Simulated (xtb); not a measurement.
xtb input (GFN1-xTB):

```bash
xtb mol.xyz --gfn 1 --sp --chrg 0 --uhf 0
```
mol.xyz:
```
19

C     -2.38242482    -0.57312317    -0.73288063
N     -1.68737991     0.22081672     0.26252272
C     -2.57925228     1.04162493     1.06075949
Si    -0.02835051     0.65168353     0.06804863
C      1.00533341    -0.83977125    -0.39425354
Si     2.85067113    -0.59770896    -0.15306425
H     -1.68434572    -1.21661177    -1.26895008
H     -3.12693173    -1.21927999    -0.25444346
H     -2.90938503     0.04611884    -1.47350655
H     -3.12879027     1.77849695     0.45714533
H     -2.01750816     1.58228295     1.82304719
H     -3.32014864     0.41517698     1.57036360
H      0.40465439     1.22601200     1.36497512
H      0.21548219     1.68770123    -0.97877707
H      0.82897151    -1.09270053    -1.44375864
H      0.68729164    -1.69732586     0.20583263
H      3.61412020    -1.74342246    -0.70535093
H      3.16507693    -0.47667367     1.29037906
H      3.30874549     0.63648119    -0.83614854
```

End of the output:

```
         :::::::::::::::::::::::::::::::::::::::::::::::::::::
         ::                     SUMMARY                     ::
         :::::::::::::::::::::::::::::::::::::::::::::::::::::
         :: total energy             -20.278357067412 Eh    ::
         :: gradient norm              0.049206532778 Eh/a0 ::
         :: HOMO-LUMO gap              5.227038537739 eV    ::
         ::.................................................::
         :: SCC energy               -20.498579135904 Eh    ::
         :: -> electrostatic           0.020097532064 Eh    ::
         :: repulsion energy           0.228048294748 Eh    ::
         :: dispersion energy         -0.007826226257 Eh    ::
         :: halogen bond corr.         0.000000000000 Eh    ::
         :: add. restraining           0.000000000000 Eh    ::
         :: total charge              -0.000000000000 e     ::
         :::::::::::::::::::::::::::::::::::::::::::::::::::::

           -------------------------------------------------
          |                Property Printout                |
           -------------------------------------------------

    * Orbital Energies and Occupations

         #    Occupation            Energy/Eh            Energy/eV
      -------------------------------------------------------------
         1        2.0000           -0.7456886             -20.2912
       ...           ...                  ...                  ...
         7        2.0000           -0.5471851             -14.8897
         8        2.0000           -0.5383222             -14.6485
         9        2.0000           -0.5353942             -14.5688
        10        2.0000           -0.5145199             -14.0008
        11        2.0000           -0.5110988             -13.9077
        12        2.0000           -0.4905861             -13.3495
        13        2.0000           -0.4689304             -12.7602
        14        2.0000           -0.4627160             -12.5911
        15        2.0000           -0.4588107             -12.4849
        16        2.0000           -0.4521791             -12.3044
        17        2.0000           -0.4452499             -12.1159
        18        2.0000           -0.4292736             -11.6811
        19        2.0000           -0.3881436             -10.5619 (HOMO)
        20                         -0.1960534              -5.3349 (LUMO)
        21                         -0.1852114              -5.0399
        22                         -0.1686204              -4.5884
        23                         -0.1582998              -4.3076
        24                         -0.1391262              -3.7858
        25                         -0.1269876              -3.4555
        26                         -0.1139428              -3.1005
        27                         -0.1096860              -2.9847
        28                         -0.0901452              -2.4530
        29                         -0.0813142              -2.2127
        30                         -0.0755971              -2.0571
       ...                                ...                  ...
        60                          1.5257975              41.5191
      -------------------------------------------------------------
                  HL-Gap            0.1920901 Eh            5.2270 eV
             Fermi-level           -0.2920985 Eh           -7.9484 eV

  Mulliken/CM5 charges         n(s)   n(p)   n(d)
     1C     0.06649 -0.01663   0.978  2.955  0.000
     2N    -0.33874 -0.57317   1.450  3.889  0.000
     3C     0.06721 -0.01597   0.979  2.954  0.000
     4Si    0.30494  0.11809   1.196  1.764  0.735
     5C    -0.22896 -0.25531   1.029  3.200  0.000
     6Si    0.23996 -0.05110   1.298  1.918  0.545
     7H     0.02743  0.09118   0.973  0.000  0.000
     8H     0.01795  0.07877   0.982  0.000  0.000
     9H     0.01731  0.07709   0.983  0.000  0.000
    10H     0.01673  0.07649   0.983  0.000  0.000
    11H     0.03147  0.09485   0.969  0.000  0.000
    12H     0.01759  0.07837   0.982  0.000  0.000
    13H    -0.07275  0.01291   1.073  0.000  0.000
    14H    -0.07874  0.00359   1.079  0.000  0.000
    15H     0.06972  0.13226   0.930  0.000  0.000
    16H     0.07271  0.13576   0.927  0.000  0.000
    17H    -0.07884  0.00179   1.079  0.000  0.000
    18H    -0.07572  0.00555   1.076  0.000  0.000
    19H    -0.07577  0.00548   1.076  0.000  0.000

Wiberg/Mayer (AO) data.
largest (>0.10) Wiberg bond orders for each atom

 ---------------------------------------------------------------------------
     #   Z sym  total        # sym  WBO       # sym  WBO       # sym  WBO
 ---------------------------------------------------------------------------
     1   6 C    3.977 --     8 H    0.985     9 H    0.985     7 H    0.978
                             2 N    0.961
     2   7 N    3.275 --     4 Si   1.276     1 C    0.961     3 C    0.960
     3   6 C    3.975 --    10 H    0.985    12 H    0.985    11 H    0.977
                             2 N    0.960
     4  14 Si   4.491 --     2 N    1.276     5 C    1.000    13 H    0.925
                            14 H    0.924     6 Si   0.134
     5   6 C    3.943 --     6 Si   1.063     4 Si   1.000    16 H    0.882
                            15 H    0.881
     6  14 Si   4.129 --     5 C    1.063    18 H    0.933    17 H    0.932
                            19 H    0.932     4 Si   0.134
     7   1 H    1.010 --     1 C    0.978
     8   1 H    1.009 --     1 C    0.985
     9   1 H    1.005 --     1 C    0.985
    10   1 H    1.005 --     3 C    0.985
    11   1 H    1.008 --     3 C    0.977
    12   1 H    1.009 --     3 C    0.985
    13   1 H    0.988 --     4 Si   0.925
    14   1 H    0.989 --     4 Si   0.924
    15   1 H    0.996 --     5 C    0.881
    16   1 H    0.995 --     5 C    0.882
    17   1 H    0.989 --     6 Si   0.932
    18   1 H    0.988 --     6 Si   0.933
    19   1 H    0.988 --     6 Si   0.932
 ---------------------------------------------------------------------------

Topologies differ in total number of bonds
Writing topology from bond orders to xtbtopo.mol

 dipole moment from electron density (au)
     X       Y       Z
  -0.9920  -0.3751  -0.2675  total (Debye):    2.780

           -------------------------------------------------
          | TOTAL ENERGY              -20.278357067412 Eh   |
          | GRADIENT NORM               0.049206532778 Eh/α |
          | HOMO-LUMO GAP               5.227038537739 eV   |
Note: The following floating-point exceptions are signalling: IEEE_DENORMAL
normal termination of xtb
           -------------------------------------------------

------------------------------------------------------------------------
------------------------------------------------------------------------
 total:
 SCF:
```
